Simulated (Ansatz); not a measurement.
Stepwise reaction of `S[SiH](Cl)Cl` with hydrogen, as a gas-phase model of exchange steps in deposition or etching. ΔE in kJ/mol; ΔG adds harmonic PBE0-D4 terms to CCSD(T)/CBS, at 1 bar.

Gas-phase electronic energies from Ansatz, PBE0-D4/def2-TZVP geometries. CCSD(T)/CBS adds triple-zeta CCSD(T) − MP2 to the extrapolated MP2 energy (def2 sets, frozen cores). This one scheme is used for every species. Functionals use def2-TZVPP. B3LYP here is the variant with VWN-RPA as its local correlation; programs differ in this. One conformer a species, not always the lowest.

```csv
step,reaction,PBE-D4,B3LYP-D4,ωB97M-V,CCSD(T)/CBS,ΔG(400 K)
1,`S[SiH](Cl)Cl` + H₂ → `S[SiH2]Cl` + HCl,78.7,76.8,78.4,77.4,73.1
```

(1) Give the row of step 2, `S[SiH2]Cl` + H₂ → `[SiH3]S` + HCl. (Estimate.)

(2) By hand: ΔE of the 2 steps together at CCSD(T)/CBS.

Results:

(1) Ansatz gave: 
```
step                            reaction  PBE-D4  B3LYP-D4  ωB97M-V  CCSD(T)/CBS  ΔG(400 K)
   2  `S[SiH2]Cl` + H₂ → `[SiH3]S` + HCl    81.2      79.5     80.9         80.4       74.9
```

(2) (77.4) + (80.4) = 157.8 kJ/mol, or 78.9 kJ/mol a step.

In ΔE the steps differ by no more than 3.0 kJ/mol. All are uphill at CCSD(T)/CBS. ΔG lies between 73.1 and 74.9 kJ/mol a step. PBE-D4 differs from CCSD(T)/CBS by 0.8 to 1.3 kJ/mol a step. Isolated molecules leave out the surface, adducts and barriers. Largest T1 diagnostic: 0.011.
